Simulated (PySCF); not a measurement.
C₂H₆FNOSi, SMILES N[SiH2]O/C=C/F.

Geometry optimised at PBE-D3(BJ)/def2-SVP. The structure was generated by enumeration; whether it is a known compound was not checked. The values are those of a single conformer.

All values below come from PySCF 2.14.0 with PBE-D3(BJ)/def2-SVP.

Frequencies are harmonic and unscaled.

```
mode  ν (cm⁻¹)  IR (km/mol)          moving atoms (share of kinetic energy)
----  --------  -----------  ----------------------------------------------
1           60          0.2                  N 31 %, O 21 %, H 20 %, F 15 %
2           65          0.5                                  C 42 %, H 39 %
3          118          1.0  H 26 %, F 23 %, O 19 %, C 13 %, Si 12 %, N 8 %
4          226         13.3                          H 35 %, N 23 %, C 22 %
5          275         70.5                                  H 77 %, C 14 %
6          322         72.6                                  H 49 %, C 29 %
7          336         56.5                  C 33 %, H 32 %, O 18 %, F 13 %
8          390         51.6         O 28 %, H 21 %, Si 19 %, C 17 %, N 13 %
9          459         24.4          F 41 %, Si 18 %, O 18 %, C 14 %, H 8 %
10         544         24.1                                 H 82 %, Si 10 %
11         760         17.8                                          H 84 %
12         776         18.4                                  H 52 %, C 41 %
13         796         19.8         O 36 %, N 17 %, C 15 %, Si 14 %, H 14 %
14         848         14.6                                  H 63 %, N 19 %
15         861         34.3                         H 61 %, N 23 %, Si 12 %
16         885         46.8                                   H 88 %, C 9 %
17         893        218.0                                  H 89 %, Si 8 %
18         912        296.6                          H 56 %, Si 30 %, N 9 %
19        1148         55.1                          C 53 %, F 30 %, H 14 %
20        1200        307.3                          H 39 %, O 32 %, C 26 %
21        1250          2.2                                  H 82 %, C 17 %
22        1264        213.3                          H 47 %, C 37 %, O 13 %
23        1487         42.7                                  H 89 %, N 11 %
24        1712          5.7                                   C 90 %, H 8 %
25        2180        119.6                                          H 97 %
26        2227        109.6                                          H 96 %
27        3059         28.6                                   H 92 %, C 8 %
28        3133          8.5                                   H 91 %, C 9 %
29        3510         32.2                                          H 96 %
30        3610         37.2                                   H 91 %, N 9 %
```
